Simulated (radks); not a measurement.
Problem. Tc0.6+, configuration [Kr] 4d(up 4.4, down 0) 5s2 (fractional occupations, a model configuration). All-electron calculation, scalar-relativistic Kohn-Sham, PBE, spin-polarised, spherical densities, finite nucleus; Fermi nuclear charge, rms radius 4.4112 fm. Program: a radial shooting solver on a logarithmic mesh with Libxc functionals. Some entries of the table are withheld. Estimate them.

| orbital | occ. | eigenvalue (hartree) | <r^2> (bohr^2) |
|---|---|---|---|
| 1s down | 1 | -767.1164 | 0.001586 |
| 1s up | 1 | -767.1161 | 0.001586 |
| 2s up | 1 | -109.6601 | 0.02638 |
| 2s down | 1 | -109.6389 | 0.02638 |
| 2p up | 3 | -98.16844 | 0.02077 |
| 2p down | 3 | -98.15260 | 0.02076 |
| 3s up | 1 | -19.29911 | 0.1976 |
| 3s down | 1 | -19.28821 | 0.1976 |
| 3p up | 3 | -15.52792 | 0.2017 |
| 3p down | 3 | -15.51553 | 0.2016 |
| 3d up | 5 | -9.42775 | 0.1912 |
| 3d down | 5 | -9.40825 | 0.1909 |
| 4s up | 1 | -2.97633 | 1.267 |
| 4s down | 1 | -2.86810 | 1.254 |
| 4p up | 3 | -1.94626 | 1.565 |
| 4p down | 3 | -1.82967 | 1.555 |
| 4d up | 4.4 | -0.50589 | 3.159 |
| 4d down | 0 | -0.39180 | 3.508 |
| 5s up | 1 | -0.36498 | (1) |
| 5s down | 1 | -0.31852 | (2) |

Solution. 
(1) 5s up <r^2> (bohr^2): 10.12
(2) 5s down <r^2> (bohr^2): 11.41
